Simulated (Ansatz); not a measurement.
HFGe, SMILES `[F][GeH]` (excited triplet) (charge 0, multiplicity 3). This triplet is an excited state, 1.90 eV above the relaxed singlet at the level composite: frozen-core CCSD(T) with HF/cc-pVQZ and the correlation energy extrapolated as X^-3 from cc-pVTZ and cc-pVQZ, plus CCSDT(Q) minus CCSD(T) in cc-pVDZ // B3LYP-D3(BJ)/def2-TZVP (Ansatz, a first-principles code).

These are frozen-core fic-MRCISD+Q@CASSCF(2e,2o)/cc-pVTZ // B3LYP-D3(BJ)/def2-TZVP (Ansatz) values and carry that method's errors.

Ansatz 0.2 input:
```yaml
crystal:
  periodic: [false, false, false]
  atoms:
    - { symbol: F, position_ang: [1.430977, -0.267932, -0.000004] }
    - { symbol: Ge, position_ang: [-0.092022, 0.614729, -0.000001] }
    - { symbol: H, position_ang: [-1.338955, -0.346797, 0.000005] }
basis:
  gaussian: { orbitals: cc-pVTZ }
correlation:
  method: fic_mrcisd_q
  active_space: { window: { electrons: 2, orbitals: 2 } }
magnetization:
  spin_polarized: false
  initial_magnetization: 2
```

Output:

```
Functional definition: HF
549 factors; integrals over basis functions are off by at most 8.7e-4 eV
mean field evaluation 1: about -59194.2177 eV, gradient 2.8e1 eV
mean field evaluation 2: about -59194.2244 eV, gradient 2.8e1 eV
mean field evaluation 4: about -59196.1531 eV, gradient 2.1e0 eV
mean field evaluation 8: about -59196.2398 eV, gradient 4.9e-3 eV
mean field -59196.23981880 eV, -2175.4216886883 hartree, gradient 9.6e-7 eV, S^2 2.000000; 0 other end points of the search recorded, 0 dependent functions left out
reference -59196.23981880 eV, -2175.4216886883 hartree; 22, 20 occupied and 65, 67 virtual orbitals, 549 factors
state -59196.23981880 eV, -2175.4216886883 hartree
contracted CI cycle   1: correlation 0.00000000 eV, 0.0000000000 hartree, residual 4.46e1 eV
contracted CI cycle   2: correlation -10.15596574 eV, -0.3732248570 hartree, residual 6.05e0 eV
contracted CI cycle   3: correlation -10.44966027 eV, -0.3840179319 hartree, residual 1.35e0 eV
contracted CI cycle   4: correlation -10.46599751 eV, -0.3846183143 hartree, residual 3.72e-1 eV
contracted CI cycle   5: correlation -10.46757646 eV, -0.3846763396 hartree, residual 1.13e-1 eV
contracted CI cycle   6: correlation -10.46771374 eV, -0.3846813848 hartree, residual 3.49e-2 eV
contracted CI cycle   7: correlation -10.46772705 eV, -0.3846818739 hartree, residual 1.15e-2 eV
contracted CI cycle   8: correlation -10.46772850 eV, -0.3846819270 hartree, residual 3.55e-3 eV
contracted CI cycle   9: correlation -10.46772862 eV, -0.3846819316 hartree, residual 9.80e-4 eV
state -59196.23981880 eV, -2175.4216886883 hartree; corrected -59207.64688387 eV, -2175.8408905978 hartree
Total energy: -59207.64688387 eV, -2175.8408905978 hartree
```
